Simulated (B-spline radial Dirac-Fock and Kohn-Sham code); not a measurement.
**3p3/2 photoionisation of Zn²⁺ near threshold**

System: zinc as Zn²⁺ in the configuration [Ar] 3d10. The computed 3p3/2 threshold is 119.7 eV; without correlation, outer thresholds are uncertain by 1 to 2 eV.

The computed values come from a radial finite-basis atomic code: the independent-particle Dirac-Slater model, thresholds from Dirac-Fock. Interchannel coupling and autoionising resonances are not included, so magnitudes near threshold are approximate.

Question: How do σ and β run from threshold to 400 eV kinetic energy?

Answer: The cross section has a minimum of 0.35 Mb near 4 eV kinetic energy, a Cooper minimum, where a dipole matrix element changes sign; it needs a radial node in the bound orbital. Its largest value, 0.531 Mb, lies 84 eV above threshold. β ranges from -0.74 (at 9.0 eV) to 1.59.

| kinetic energy (eV) | σ (Mb) | β |
| --- | --- | --- |
| 1.5 | 0.354 | -0.63 |
| 1.9 | 0.354 | -0.64 |
| 2.3 | 0.354 | -0.66 |
| 2.9 | 0.354 | -0.68 |
| 3.7 | 0.353 | -0.70 |
| 4.6 | 0.354 | -0.72 |
| 5.7 | 0.354 | -0.73 |
| 7.2 | 0.355 | -0.74 |
| 9.0 | 0.358 | -0.74 |
| 11.2 | 0.362 | -0.73 |
| 14.0 | 0.369 | -0.68 |
| 17.5 | 0.379 | -0.60 |
| 21.9 | 0.393 | -0.48 |
| 27.4 | 0.413 | -0.31 |
| 34.2 | 0.437 | -0.10 |
| 42.8 | 0.465 | 0.13 |
| 53.5 | 0.494 | 0.38 |
| 66.9 | 0.518 | 0.62 |
| 83.7 | 0.531 | 0.84 |
| 104.7 | 0.529 | 1.03 |
| 130.9 | 0.506 | 1.19 |
| 163.6 | 0.466 | 1.32 |
| 204.6 | 0.413 | 1.42 |
| 255.8 | 0.351 | 1.49 |
| 319.9 | 0.285 | 1.55 |
| 400.0 | 0.221 | 1.59 |
